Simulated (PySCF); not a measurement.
Calculation: PBE-D3(BJ)/def2-TZVP // r2SCAN-D4/def2-SVP (PySCF). Gas-phase values, no solvent. One relaxed conformer stands for a flexible species; it need not be the lowest. 

Reference species: [Zr(NH2)2(Br)2] (neutral, multiplicity 1).

```
Item             Result
-------------  --------
HOMO           -6.41 eV
LUMO           -2.44 eV
HOMO–LUMO gap   3.97 eV
```

Changed species: [Zr(Br)4] (4 of 4 NH2 replaced by Br; the reference has 2 of 4 NH2 replaced by Br).

Problem. Give the shifts of the HOMO, LUMO and HOMO–LUMO gap.

Solution. the HOMO falls by 1.25 eV, to -7.66 eV; the LUMO drops by 1.17 eV, to -3.61 eV; the HOMO–LUMO gap goes up by 0.08 eV, to 4.05 eV.
